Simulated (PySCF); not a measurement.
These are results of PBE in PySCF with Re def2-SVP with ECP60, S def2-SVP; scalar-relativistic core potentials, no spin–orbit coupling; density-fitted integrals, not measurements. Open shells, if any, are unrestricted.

What shape and geometry does isolated doublet ReS₃ take (every ligand bound to Re)?

Formally Re is in oxidation state +6, d1, with 1 unpaired electron. The Mulliken spin on Re is 1.03. The polar-tensor charge on Re, 0.82, is far below the formal one. The lowest minimum found is a doublet of C3v symmetry with Re–S 2.129 Å (×3); S–Re–S 114.0° (×3). Its harmonic wavenumbers are 114 (a1), 169 (e), 521 (a1), 528 (e) cm⁻¹ and its dipole moment is 0.98 D.

Only a few start shapes were tried, so a lower isomer may exist. With open d or f shells other occupations or spin states may lie lower. With an element this heavy the missing spin–orbit coupling can shift these numbers.
